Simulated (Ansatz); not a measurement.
Ansatz (a program for electronic structure) input (B3LYP-D3(BJ)/def2-TZVP):

Ansatz 0.2 input:
```yaml
crystal:
  periodic: [false, false, false]
  atoms:
    - {symbol: Hg, position_ang: [-0.00000000, -0.00000000, -0.02218255]}
    - {symbol: H, position_ang: [0.00000000, 0.00000000, 1.77460415]}
basis:
  gaussian:
    orbitals: def2-TZVP
hamiltonian:
  xc: b3lyp
  dispersion: d3bj
magnetization: {spin_polarized: true, initial_magnetization: 1}
phonons: {temperatures: {t_min: 298.15, t_max: 298.15, t_step: 100}}
```

Output:

```
Functional definition: B3LYP
integrals: 0.01 GiB planned
463 factors; integrals over basis functions are off by at most 3.9e-4 eV
mean field: 0.15 GiB planned
mean field evaluation 1: about -4192.5721 eV, gradient 1.0e1 eV
mean field evaluation 2: about -4192.3281 eV, gradient 1.4e1 eV
mean field evaluation 4: about -4193.1899 eV, gradient 3.3e-1 eV
mean field evaluation 8: about -4193.2235 eV, gradient 3.5e-3 eV
mean field -4193.22353876 eV, -154.0981227804 hartree, gradient 3.1e-5 eV, S^2 0.758090; 0 other end points of the search recorded, 0 dependent functions left out
the calculation of the forces begins
reference -4193.22373073 eV, -154.0981298354 hartree; 11, 10 occupied and 38, 39 virtual orbitals, 463 factors
these checks for a lower state are left out or cut short: stability, starts, cluster_reference, orbital_swaps, neighbouring_geometries, increment
integrals: 0.01 GiB planned
463 factors; integrals over basis functions are off by at most 3.9e-4 eV
mean field: 0.15 GiB planned
mean field evaluation 16: about -4193.1905 eV, gradient 1.7e-1 eV
mean field -4193.22353876 eV, -154.0981227803 hartree, gradient 4.6e-7 eV, S^2 0.758090; 0 other end points of the search recorded, 0 dependent functions left out
the calculation of the forces begins
reference -4193.22373073 eV, -154.0981298352 hartree; 11, 10 occupied and 38, 39 virtual orbitals, 463 factors
these checks for a lower state are left out or cut short: stability, starts, cluster_reference, orbital_swaps, neighbouring_geometries, increment
integrals: 0.01 GiB planned
463 factors; integrals over basis functions are off by at most 3.9e-4 eV
mean field: 0.15 GiB planned
mean field -4193.22353876 eV, -154.0981227803 hartree, gradient 4.6e-7 eV, S^2 0.758090; 0 other end points of the search recorded, 0 dependent functions left out
the calculation of the forces begins
reference -4193.22373073 eV, -154.0981298352 hartree; 11, 10 occupied and 38, 39 virtual orbitals, 463 factors
these checks for a lower state are left out or cut short: stability, starts, cluster_reference, orbital_swaps, neighbouring_geometries, increment
integrals: 0.01 GiB planned
463 factors; integrals over basis functions are off by at most 3.9e-4 eV
mean field: 0.15 GiB planned
mean field evaluation 32: about -4193.2235 eV, gradient 6.1e-6 eV
mean field -4193.22353876 eV, -154.0981227803 hartree, gradient 4.6e-7 eV, S^2 0.758090; 0 other end points of the search recorded, 0 dependent functions left out
the calculation of the forces begins
reference -4193.22373073 eV, -154.0981298352 hartree; 11, 10 occupied and 38, 39 virtual orbitals, 463 factors
these checks for a lower state are left out or cut short: stability, starts, cluster_reference, orbital_swaps, neighbouring_geometries, increment
integrals: 0.01 GiB planned
463 factors; integrals over basis functions are off by at most 3.9e-4 eV
mean field: 0.15 GiB planned
mean field -4193.22353876 eV, -154.0981227803 hartree, gradient 4.6e-7 eV, S^2 0.758090; 0 other end points of the search recorded, 0 dependent functions left out
the calculation of the forces begins
reference -4193.22373073 eV, -154.0981298352 hartree; 11, 10 occupied and 38, 39 virtual orbitals, 463 factors
these checks for a lower state are left out or cut short: stability, starts, cluster_reference, orbital_swaps, neighbouring_geometries, increment
integrals: 0.01 GiB planned
463 factors; integrals over basis functions are off by at most 3.9e-4 eV
mean field: 0.15 GiB planned
mean field -4193.22352567 eV, -154.0981222995 hartree, gradient 2.4e-6 eV, S^2 0.758051; 0 other end points of the search recorded, 0 dependent functions left out
the calculation of the forces begins
reference -4193.22371770 eV, -154.0981293564 hartree; 11, 10 occupied and 38, 39 virtual orbitals, 463 factors
these checks for a lower state are left out or cut short: stability, starts, cluster_reference, orbital_swaps, neighbouring_geometries, increment
integrals: 0.01 GiB planned
463 factors; integrals over basis functions are off by at most 3.9e-4 eV
mean field: 0.15 GiB planned
mean field -4193.22351737 eV, -154.0981219945 hartree, gradient 2.8e-6 eV, S^2 0.758128; 0 other end points of the search recorded, 0 dependent functions left out
the calculation of the forces begins
reference -4193.22370930 eV, -154.0981290475 hartree; 11, 10 occupied and 38, 39 virtual orbitals, 463 factors
these checks for a lower state are left out or cut short: stability, starts, cluster_reference, orbital_swaps, neighbouring_geometries, increment
integrals: 0.01 GiB planned
463 factors; integrals over basis functions are off by at most 3.9e-4 eV
mean field: 0.15 GiB planned
mean field evaluation 64: about -4193.2235 eV, gradient 4.6e-7 eV
mean field -4193.22353876 eV, -154.0981227803 hartree, gradient 4.6e-7 eV, S^2 0.758090; 0 other end points of the search recorded, 0 dependent functions left out
the calculation of the forces begins
reference -4193.22373073 eV, -154.0981298352 hartree; 11, 10 occupied and 38, 39 virtual orbitals, 463 factors
these checks for a lower state are left out or cut short: stability, starts, cluster_reference, orbital_swaps, neighbouring_geometries, increment
integrals: 0.01 GiB planned
463 factors; integrals over basis functions are off by at most 3.9e-4 eV
mean field: 0.15 GiB planned
mean field -4193.22353876 eV, -154.0981227803 hartree, gradient 4.6e-7 eV, S^2 0.758090; 0 other end points of the search recorded, 0 dependent functions left out
the calculation of the forces begins
reference -4193.22373073 eV, -154.0981298352 hartree; 11, 10 occupied and 38, 39 virtual orbitals, 463 factors
these checks for a lower state are left out or cut short: stability, starts, cluster_reference, orbital_swaps, neighbouring_geometries, increment
integrals: 0.01 GiB planned
463 factors; integrals over basis functions are off by at most 3.9e-4 eV
mean field: 0.15 GiB planned
mean field -4193.22353876 eV, -154.0981227803 hartree, gradient 4.6e-7 eV, S^2 0.758090; 0 other end points of the search recorded, 0 dependent functions left out
the calculation of the forces begins
reference -4193.22373073 eV, -154.0981298352 hartree; 11, 10 occupied and 38, 39 virtual orbitals, 463 factors
these checks for a lower state are left out or cut short: stability, starts, cluster_reference, orbital_swaps, neighbouring_geometries, increment
integrals: 0.01 GiB planned
463 factors; integrals over basis functions are off by at most 3.9e-4 eV
mean field: 0.15 GiB planned
mean field -4193.22353876 eV, -154.0981227803 hartree, gradient 4.6e-7 eV, S^2 0.758090; 0 other end points of the search recorded, 0 dependent functions left out
the calculation of the forces begins
reference -4193.22373073 eV, -154.0981298352 hartree; 11, 10 occupied and 38, 39 virtual orbitals, 463 factors
these checks for a lower state are left out or cut short: stability, starts, cluster_reference, orbital_swaps, neighbouring_geometries, increment
integrals: 0.01 GiB planned
463 factors; integrals over basis functions are off by at most 3.9e-4 eV
mean field: 0.15 GiB planned
mean field -4193.22351737 eV, -154.0981219945 hartree, gradient 2.8e-6 eV, S^2 0.758128; 0 other end points of the search recorded, 0 dependent functions left out
the calculation of the forces begins
reference -4193.22370930 eV, -154.0981290475 hartree; 11, 10 occupied and 38, 39 virtual orbitals, 463 factors
these checks for a lower state are left out or cut short: stability, starts, cluster_reference, orbital_swaps, neighbouring_geometries, increment
integrals: 0.01 GiB planned
463 factors; integrals over basis functions are off by at most 3.9e-4 eV
mean field: 0.15 GiB planned
mean field evaluation 96: about -4193.2235 eV, gradient 1.0e-4 eV
mean field -4193.22352567 eV, -154.0981222995 hartree, gradient 2.4e-6 eV, S^2 0.758051; 0 other end points of the search recorded, 0 dependent functions left out
the calculation of the forces begins
reference -4193.22371770 eV, -154.0981293564 hartree; 11, 10 occupied and 38, 39 virtual orbitals, 463 factors
Total energy: -4193.24621703 eV, -154.0989561914 hartree
Atom 0 at    -0.000000    -0.000000    -0.022183 Å, force    -0.000000    -0.000000    -0.000645 eV/Å
Atom 1 at     0.000000     0.000000     1.774604 Å, force     0.000000     0.000000     0.000645 eV/Å
Dipole moment:     0.000000     0.000000    -0.062077 e Å
Vibrations: 1223.11 cm⁻¹, zero-point energy 0.075823 eV
```

The spin state was set by rule; other spins were not relaxed.
